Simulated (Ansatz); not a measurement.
`C=NB(F)Br` + `COC(C)(F)F` → `COB(F)Br` + `C=NC(C)(F)F`  (formal exchange of groups at a B–N bond)

Gas-phase electronic energies from Ansatz, PBE0-D4/def2-TZVP geometries. CBS: MP2 limit from def2 TZ/QZ plus the TZ coupled-cluster correction, frozen cores. DFT in def2-TZVPP. For Br outer-core shells are correlated without core-valence functions, which leaves a few kJ/mol of doubt a bond. Scalar relativity is left out up to krypton. Each species was taken in one conformer, which may not be the lowest.

**Question.** Is it downhill or uphill in electronic energy at CCSD(T)/CBS, and by how much? (An estimate is asked.)

**Answer.** Ansatz gave: Downhill: ΔE = -16.1 kcal/mol.

**Question.** What do these levels give: ωB97M-V, r2SCAN, PBE0, CCSD(T)/def2-TZVPP, SCS-MP2/def2-QZVPP, MP2/CBS(def2)? (An estimate is asked.)

**Answer.** Computed: ωB97M-V -14.9, r2SCAN -13.7, PBE0 -13.8, CCSD(T)/def2-TZVPP -16.0, SCS-MP2/def2-QZVPP -16.3, MP2/CBS(def2) -16.4 kcal/mol.

Largest T1 diagnostic among the species: 0.012.

From PBE to PBE0 (25 % exact exchange), in def2-TZVPP and without D4, ΔE moves by −0.8 kcal/mol.
